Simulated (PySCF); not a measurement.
C4H5Br, SMILES BrC1=CCC1.

Geometry: PBE-D3(BJ)/def2-SVP.

Computed with SMD-M06-2X/def2-SVP in PySCF.

Solvation free energies are E(SMD) − E(gas) at the gas-phase geometry, for 1 M in both phases. Bromine has the revised SMD18 radius of 2.60 Å. In vacuum the dipole moment is 1.74 D.

Computed solvation free energies in water, ethylethanoate, tetrahydrofuran:
| solvent | ΔG(solv) (kcal/mol) | its non-electrostatic (CDS) part | dipole (D) |
|---|---|---|---|
| water | -1.1 | 1.4 | 2.40 |
| ethylethanoate | -5.2 | -3.2 | 2.26 |
| tetrahydrofuran | -5.1 | -3.0 | 2.29 |
